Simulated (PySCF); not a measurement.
**Two-component Hartree-Fock for Tc(31+) (technetium, charge +31)**

Start: [Ne] 3s2. Calculated with PySCF 2.14 in an even-tempered Gaussian basis (18 s from 1.8 bohr⁻², ratio 2.6; 13 p from 2.3 bohr⁻², ratio 2.6; 6 d from 2.4 bohr⁻², ratio 2.8; 4 f from 34 bohr⁻², ratio 2.8): generalised Hartree-Fock with the X2C-1e Hamiltonian and a Gaussian nucleus; spin-orbit coupling (SO) screened by Boettger's factors.

| spinor shell | electrons | ε, screened SO (eV) | weight of nominal j (screened SO) | rms radius, screened SO (bohr) |
| --- | --- | --- | --- | --- |
| 1s1/2 | 2 | -22849.7 | 1.000 | 0.0393 |
| 2s1/2 | 2 | -4690.0 | 1.000 | 0.158 |
| 2p1/2 | 2 | -4455.3 | 1.000 | 0.138 |
| 3s1/2 | 2 | -1831.6 | 1.000 | 0.384 |

Question: Where does 2p3/2 lie, and what is the 2p spin-orbit splitting (screened SO)?

Answer: At -4331.5 eV, 123.84 eV above 2p1/2.

```json
{"quantity": "E (hartree)", "screened SO": "-3545.93942"}
{"quantity": "M_J", "screened SO": "0"}
{"quantity": "⟨J²⟩", "screened SO": "0.000"}
{"quantity": "⟨L²⟩", "screened SO": "0.003"}
{"quantity": "⟨S²⟩", "screened SO": "0.003"}
```

Breit and QED terms are absent; they matter most for the inner s and p1/2 levels.

Densities and radii are taken from the X2C orbitals without a picture-change correction, which distorts them close to the nucleus.
